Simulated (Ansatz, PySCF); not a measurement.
Input for PySCF:
```python
from pyscf import gto, scf, dft

mol = gto.Mole()
mol.atom = '''
    C    -2.331085    0.872847    0.243205
    C    -2.434987   -0.534193    0.201110
    C    -1.335128   -1.334976    0.072121
    C    -0.077045   -0.716084   -0.019233
    N     1.114963   -1.301867   -0.148702
    S     2.241984   -0.159305   -0.209008
    N     1.294590    1.130656   -0.075927
    C     0.028965    0.719501    0.023716
    C    -1.125059    1.509785    0.157229
    H    -3.235792    1.453474    0.346448
    H    -3.415553   -0.980862    0.273620
    H    -1.405012   -2.410335    0.039086
    H    -1.036224    2.583798    0.188497
'''
mol.basis = 'sto-3g'
mol.charge = 0
mol.spin = 0
mol.verbose = 4
mol.build()

mf = dft.RKS(mol)
mf.xc = 'blyp'
mf.grids.atom_grid = (99, 590)
mf.grids.prune = None
mf.kernel()
```

Problem. Write the same job for Ansatz (a quantum-chemistry and plane-wave program).

Solution. This is not unique; one that fits is 
Ansatz 0.2 input:
```yaml
crystal:
  periodic: [false, false, false]
  atoms:
    - {symbol: C, position_ang: [-2.33108499, 0.87284671, 0.24320461]}
    - {symbol: C, position_ang: [-2.43498668, -0.53419263, 0.20110981]}
    - {symbol: C, position_ang: [-1.33512772, -1.33497643, 0.07212098]}
    - {symbol: C, position_ang: [-0.07704506, -0.71608446, -0.01923327]}
    - {symbol: N, position_ang: [1.11496258, -1.30186736, -0.14870188]}
    - {symbol: S, position_ang: [2.24198376, -0.15930456, -0.20900771]}
    - {symbol: N, position_ang: [1.29459034, 1.13065614, -0.07592737]}
    - {symbol: C, position_ang: [0.02896458, 0.71950082, 0.02371555]}
    - {symbol: C, position_ang: [-1.12505855, 1.50978541, 0.15722854]}
    - {symbol: H, position_ang: [-3.23579155, 1.45347413, 0.34644834]}
    - {symbol: H, position_ang: [-3.41555314, -0.98086164, 0.27361962]}
    - {symbol: H, position_ang: [-1.40501159, -2.41033539, 0.03908595]}
    - {symbol: H, position_ang: [-1.03622381, 2.58379781, 0.18849688]}
basis:
  gaussian:
    orbitals: STO-3G
hamiltonian:
  xc: blyp
accuracy: high
```

Both were run: PySCF gave -729.819220 Eh and Ansatz -729.819220 Eh, 0.000 mEh apart.
